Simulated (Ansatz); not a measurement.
CH10N2Si2 (SMILES N[SiH2]C[SiH2]N), singlet, at a GFN2-xTB geometry; Ansatz (a program for electronic structure) with SC-NEVPT2/STO-3G, CASSCF(6,5).

Ansatz was given this input:
Ansatz 0.2 input:
```yaml
crystal:
  periodic: [false, false, false]
  atoms:
    - {symbol: Si, position_ang: [1.60103284, -0.47358581, -0.12858007]}
    - {symbol: N, position_ang: [2.93132405, 0.61142081, 0.06593236]}
    - {symbol: C, position_ang: [0.03333447, 0.57831067, 0.01815075]}
    - {symbol: Si, position_ang: [-1.58665623, -0.41563802, 0.00100225]}
    - {symbol: N, position_ang: [-3.03629615, 0.50354559, 0.21173997]}
    - {symbol: H, position_ang: [1.74394215, -1.43106580, 0.96917231]}
    - {symbol: H, position_ang: [1.57849576, -1.20105411, -1.41069148]}
    - {symbol: H, position_ang: [3.86304382, 0.22993059, 0.08250775]}
    - {symbol: H, position_ang: [2.93205439, 1.47759953, -0.44871766]}
    - {symbol: H, position_ang: [0.01493067, 1.30723799, -0.79413230]}
    - {symbol: H, position_ang: [0.09212629, 1.15917086, 0.93948461]}
    - {symbol: H, position_ang: [-1.59604808, -1.36787441, 1.11240387]}
    - {symbol: H, position_ang: [-1.75903400, -1.06240632, -1.30148729]}
    - {symbol: H, position_ang: [-3.32477297, 1.13099284, -0.52129503]}
    - {symbol: H, position_ang: [-3.21121242, 0.93197365, 1.10623394]}
basis:
  gaussian:
    orbitals: STO-3G
magnetization: {spin_polarized: false}
correlation: {method: sc_nevpt2, electrons: all, active_space: {window: {electrons: 6, orbitals: 5}}}
```

It wrote (shortened):

```
Functional definition: HF
537 factors; integrals over basis functions are off by at most 3.3e-5 eV
mean field evaluation 1: about -19643.8818 eV, gradient 2.2e1 eV
mean field evaluation 2: about -19644.0202 eV, gradient 2.2e1 eV
mean field evaluation 4: about -19645.6146 eV, gradient 1.2e0 eV
mean field evaluation 8: about -19645.6220 eV, gradient 1.8e-2 eV
mean field -19645.62195423 eV, -721.9632905372 hartree, gradient 2.6e-6 eV, S^2 0.000000; 0 other end points of the search recorded, 0 dependent functions left out
reference -19645.62195423 eV, -721.9632905372 hartree; 29, 29 occupied and 14, 14 virtual orbitals, 537 factors
state -19646.48332192 eV, -721.9949452160 hartree
state -19646.48332192 eV, -721.9949452160 hartree; corrected -19651.84688798 eV, -722.1920526331 hartree
Total energy: -19651.84688798 eV, -722.1920526331 hartree
```
